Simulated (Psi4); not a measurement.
Two rigid molecules brought together: H2 ··· CHN (SMILES [H][H] and C#N). Monomers: optimised at B3LYP-D3(BJ) (def2-TZVP), held rigid. Orientation: lowest of the rigid-body minima from ten starts at GFN2-xTB. Only R, the distance of the centres of mass, is varied, so the lowest point isn't the relaxed dimer.

Computed with: SAPT0/jun-cc-pVDZ, frozen core (Psi4); MP2/aug-cc-pVTZ = DF-MP2/aug-cc-pVTZ, frozen core, counterpoise-corrected (Psi4 1.11); PBE0/def2-TZVP, counterpoise-corrected (Psi4); wB97X-D/def2-TZVP, counterpoise-corrected (Psi4); PBE/def2-TZVP, counterpoise-corrected (Psi4); CCSD(T)/aug-cc-pVDZ = Psi4 1.11 with DF-CCSD(T)/aug-cc-pVDZ, frozen core, counterpoise-corrected.

Cost and agreement with CCSD(T)/aug-cc-pVDZ over the 12 points of the scan, with CCSD(T)/aug-cc-pVDZ as yardstick. Costs are rough ratios of core time within Psi4 on shared cores, each with its mean field (Kohn-Sham runs search longer for lower solutions than correlated ones do); the miss is the largest difference from CCSD(T) of the interaction energy, in kcal/mol.

Which is the cheapest of these levels that stays within 0.81 kcal/mol of CCSD(T)/aug-cc-pVDZ?

SAPT0/jun-cc-pVDZ.

```tsv
level	relative cost	largest difference
SAPT0/jun-cc-pVDZ	1	0.51
MP2/aug-cc-pVTZ	3	0.84
PBE0/def2-TZVP	6	1.01
wB97X-D/def2-TZVP	6	0.77
PBE/def2-TZVP	7	1.23
```

Costs within a factor of two of each other count as equal.
